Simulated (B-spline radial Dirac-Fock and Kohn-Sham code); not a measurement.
Method: Dirac-Fock energy differences between relaxed states, corrected for Breit and QED terms. Computed with an atomic code on a B-spline grid. Free neutral atoms.

Problem. Order these X-ray lines by photon energy, lowest first.
A. Ga Lγ5
B. Sn Mγ
C. Ga Lℓ
D. In Mγ
E. Zn Lℓ
F. Eu Mζ2

Solution. D (651.8 eV), B (694.1 eV), F (862.9 eV), E (878.6 eV), C (954.0 eV), A (1140.9 eV).
